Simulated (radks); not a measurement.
Spherical quantum dot in the effective-mass picture: electrons in a well V = -V0 / (1 + exp((r - R)/a)) with V0 = 3.08, R = 13.7, a = 0.99, with a point charge +1 (a donor) at the centre, all in effective atomic units (hartree* = m*/eps^2 hartree, bohr* = eps/m* bohr), one dielectric constant everywhere. Calculated with a radial shooting solver with Libxc functionals: non-relativistic Kohn-Sham, PBEsol, spin-polarised, spherical densities. Levels are named by radial order and angular momentum (1s, 1p, 1d, 2s, ...), and open shells are averaged over m.

N = 10, configuration 1s2 1p6 1d(up 1, down 0) 2s(up 1, down 0). This is the lowest configuration that the search found (a dilute case). Occupied levels:

level,occupation,eigenvalue (hartree*),<r> (bohr*)
1s up,1,-2.2480,1.705
1s down,1,-2.1629,8.036
2s up,1,-2.1627,8.462
1p up,3,-2.1494,8.621
1p down,3,-2.1445,8.577
1d up,1,-2.1197,8.875

Energy (hartree*): total -26.9306, kinetic 1.0582, external -32.422, Hartree 5.7461, exchange-correlation -1.3126.
